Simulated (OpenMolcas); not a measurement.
Computed levels of 3s2 3p2 in ions with 14 electrons, in cm-1 above 3P0.

```
Program             : OpenMolcas
Method              : SS-CASPT2, IPEA 0.25 Eh, imaginary shift 0.1 Eh
Basis               : ANO-R2
Scalar Hamiltonian  : X2C, finite nucleus
Spin-orbit coupling : RASSI with atomic mean-field integrals over the reference wave functions, term energies averaged over their components
```

Active space for each ion: 4 electrons in 8 orbitals (3s 3p 4s 4p); closed shells correlated by CASPT2: 2s 2p.

```csv
Level,Si,P+,Cl3+,Ar4+
3P1,62.1,139,439,700
3P2,181,401,1210,1880
1D2,6760,9210,14030,16430
1S0,15520,21220,32350,37560
```

Problem. Estimate 3P2, 1D2, 1S0 for S2+ from its neighbours P+ and Cl3+.

Solution. 3P2 is fine structure, which grows about as the fourth power of a screened charge, so the fourth roots are averaged: ((401^0.25 + 1210^0.25) / 2)^4 = 724. The calculation gives 734, so the estimate is off by -1.4 %; the measured value is 833 (NIST levels in Podobedova, Kelleher and Wiese, J. Phys. Chem. Ref. Data 38, 171 (2009)).
1D2 is another term, which grows about linearly with the charge: (9210 + 14030) / 2 = 11620. The calculation gives 11610, so the estimate is off by +0.1 %; the measured value is 11323 (NIST levels in Podobedova, Kelleher and Wiese, J. Phys. Chem. Ref. Data 38, 171 (2009)).
1S0 is another term, which grows about linearly with the charge: (21220 + 32350) / 2 = 26785. The calculation gives 26960, so the estimate is off by -0.6 %; the measured value is 27161 (NIST levels in Podobedova, Kelleher and Wiese, J. Phys. Chem. Ref. Data 38, 171 (2009)).

CASPT2 does not keep the components of a term degenerate, so their means are used; among the terms shown or strongly mixed into the levels shown the widest spread is 61 cm-1 (3s2 3p2 1D, Cl3+). Over all roots computed the reference weight is 0.87 to 0.97 in Si, 0.83 to 0.98 in P+, 0.84 to 0.98 in S2+, 0.83 to 0.98 in Cl3+, 0.84 to 0.98 in Ar4+; the roots of lowest weight are the least certain, and an intruder state may touch them. Active for correlation alone: 4p 4s; no level in the range computed is led by a configuration that fills them, so any true level of that kind is missing (holds for Si; Cl3+; Ar4+). Terms from blocks run as CI alone lack orbitals of their own (holds for P+). The run also gave levels led by 3s 3p2 4s, 3s2 3p 4p, which use shells meant for correlation; these and all levels above them are left out (holds for P+). The run also gave levels led by 3s2 3p 4p, which use shells meant for correlation; these and all levels above them are left out (holds for S2+). Measured partners are found by configuration, term and J. A level has none where our copy of the source lacks it or the pairing is in doubt (some pairs that miss far off the trend of their configuration count as doubtful), and it then counts in no deviation. Only configurations of the active space appear.
